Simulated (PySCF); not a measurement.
A series of substituents X on one scaffold: SiH2Cl-X. Isolated molecules, 0 K electronic values unless said otherwise. One relaxed conformer stands for each flexible species; it need not be the lowest. Strings in code marks are SMILES.

Level of theory: B3LYP-D3(BJ)/def2-TZVP // PBE0-D4/def2-TZVP (PySCF). All candidates: neutral, multiplicity 1. B3LYP has the VWN-RPA correlation part, as in Gaussian. Delta-SCF ions had no search for a lower state. Excitations are Tamm–Dancoff values on a coarser integration grid. The basis has no diffuse functions, so Rydberg states are missing or too high.

```json
{
  "vertical ionisation energy (Delta-SCF)": "10.58 eV",
  "LUMO": "-1.00 eV",
  "S1 excitation (TDA)": "5.82 eV"
}
```

Name which member has these values.
A. `F[SiH2]Cl`
B. `B[SiH2]Cl`
C. `O=C(O)[SiH2]Cl` (Si–C–O–H torsion -180°, O–C–Si–Cl torsion 179°)
D. `C#C[SiH2]Cl`

D, `C#C[SiH2]Cl`. The others give `F[SiH2]Cl`: 11.68 eV, -0.17 eV, 7.66 eV; `B[SiH2]Cl`: 10.42 eV, -2.89 eV, 4.04 eV; `O=C(O)[SiH2]Cl` (Si–C–O–H torsion -180°, O–C–Si–Cl torsion 179°): 10.28 eV, -1.27 eV, 5.09 eV
